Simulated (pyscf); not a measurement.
PySCF, gas phase, ωB97X-D3(BJ)/def2-SVP geometries. Correlated levels are frozen-core, on RHF or UHF. ΔMP2 is the change of the MP2 total energy from the triple- to the quadruple-zeta basis.

### Question
Estimate by transition-state theory (the high-pressure limit) the rate constant of `[O][AsH2]` [doublet] → `[OH][AsH]` [doublet] (doublet surface; As–H broken, H–O formed) at 1200 K, with CCSD(T)/def2-TZVPP + ΔMP2(QZVPP) energies (ideal gas, 1 atm, RRHO with modes under 100 cm⁻¹ raised to 100, one conformer, R ln 2 for rigid chiral ones; no tunnelling).

### Answer
The electronic barrier is 25.1 kcal/mol and the thermal terms add -2.0, so ΔG‡ = 23.0 kcal/mol. With k_BT/h = 2.50e+13 s⁻¹ and RT = 2.385 kcal/mol, k = 1.6e+09 s⁻¹; so small a molecule is far into fall-off at 1 atm, where the true rate is lower. Wigner's tunnelling factor for 1742i cm⁻¹ would be 1.18. A shift of 1 kcal/mol in the barrier changes k by a factor 1.5. One saddle was located; it need not be the lowest between these sides. The CCSD(T) − MP2 part came from Ansatz, without density fitting, on the same reference. The frozen core leaves the outer d or s,p core shells of the metals and heavy elements correlated in the MP2 and CC values, and def2-TZVPP describes them poorly, which can shift differences by a few kcal/mol. Elements up to Kr have no core potential and no relativistic terms here.
